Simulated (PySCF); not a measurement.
## Correlation energy of C⁺ (carbon, charge +1)

[He] 2s2 2p1, 2P determinant. Computed with PySCF 2.14 in aug-cc-pVQZ, with no relativity, point nucleus. Frozen: 1s2; 3 electrons correlated.

| level | correlation energy (mhartree) |
| --- | --- |
| CCSD | -77.25 |
| (T) | -1.27 |
| CCSD(T) | -78.52 |

Diagnostics: T1 = 0.0100, D1 = 0.0184, largest double amplitude 0.130.

Cost of the coupled-cluster step: roughly 16 core-seconds, for 3 correlated electrons.
